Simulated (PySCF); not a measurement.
Species: C₅H₈N₂Si.
SMILES with atom numbers: `[CH2:1]=[CH:2][c:3]1[cH:4][n:5][n:6]([SiH3:7])[cH:8]1` (hydrogens: H9, H10 on C1; H11 on C2; H12 on C4; H13, H14, H15 on Si7; H16 on C8)

Geometry (GFN2-xTB, Å), atoms numbered from 1 in this order:
```xyz
16
C5H8N2Si angstrom
C     -2.8786    0.9960    0.4116
C     -2.2617   -0.0111   -0.1943
C     -0.8431   -0.2779   -0.1327
C     -0.1591   -1.3447   -0.7686
N      1.1248   -1.3084   -0.5155
N      1.3307   -0.2409    0.2783
Si     2.9841    0.0635    0.7862
C      0.1650    0.3974    0.5250
H     -2.3452    1.7115    1.0139
H     -3.9418    1.1391    0.3261
H     -2.8287   -0.7131   -0.7925
H     -0.5719   -2.1163   -1.3894
H      3.7676    0.2828   -0.4250
H      2.8886    1.2650    1.6162
H      3.4179   -1.1060    1.5430
H      0.1440    1.2720    1.1425
```

Computed with TDDFT CAM-B3LYP/def2-SVPD, vertical, gas phase, core orbitals frozen in the response in PySCF.

Transition dipole moments from the ground state, in atomic units and in the frame of the coordinates above (overall signs are arbitrary), for the states with f of 0.002 or more among the lowest 8:

```json
{"state": "S1", "E (eV)": "5.254", "μx": "1.549", "μy": "-0.348", "μz": "0.027"}
{"state": "S2", "E (eV)": "6.082", "μx": "-0.136", "μy": "0.355", "μz": "0.228"}
{"state": "S5", "E (eV)": "6.628", "μx": "0.032", "μy": "0.123", "μz": "-0.175"}
{"state": "S6", "E (eV)": "6.741", "μx": "1.187", "μy": "-0.853", "μz": "-0.395"}
{"state": "S8", "E (eV)": "7.040", "μx": "-0.052", "μy": "-0.208", "μz": "0.295"}
```

**Question.** What oscillator strength does each state have?

**Answer.** f = (2/3) ΔE |μ|² with ΔE in hartree (27.2114 eV).

| state | \|μ\|² (au) | \|μ\| (D) | f |
| --- | --- | --- | --- |
| S1 | 2.520 | 4.04 | 0.324 |
| S2 | 0.197 | 1.13 | 0.029 |
| S5 | 0.047 | 0.55 | 0.008 |
| S6 | 2.294 | 3.85 | 0.379 |
| S8 | 0.133 | 0.93 | 0.023 |

**Question.** What is the point group, and which symmetry does each of these states have?

**Answer.** Cs. The ground state is totally symmetric, so the direction of μ fixes the label. Polarised normal to the mirror plane, so A″: S5 and S8. Polarised in the mirror plane, so A′: S1, S2 and S6.

**Question.** Which bond between heavy atoms lies closest to the direction of the S6 transition dipole?

**Answer.** N6–C8, at 8° from it; next C3–C4 at 23°.

**Question.** What angle do the transition dipoles of S1 and S6 make?

**Answer.** |cos θ| = |μa·μb| / (|μa| |μb|) = 0.88, so θ ≈ 28° (taken between 0 and 90°, since the signs are arbitrary).

**Question.** How is the summed strength of these states shared among x, y and z?

**Answer.** (2/3) Σ ΔE μα² gives 0.545 for x, 0.165 for y and 0.054 for z, 0.763 in all.

**Question.** What peak molar absorption coefficient would the strongest computed level give as a lone Gaussian band 0.5 eV wide at half height?

**Answer.** ε(max) = 2.175×10⁸ f / FWHM, with the width in cm⁻¹. S6: 2.175×10⁸ × 0.3788 / 4033 ≈ 20000 L mol⁻¹ cm⁻¹.

The run took 55 s on an Arm Neoverse V1 with one thread, shared host, and the process peaked at 1.1 GiB of memory.

One conformer stands for the species.
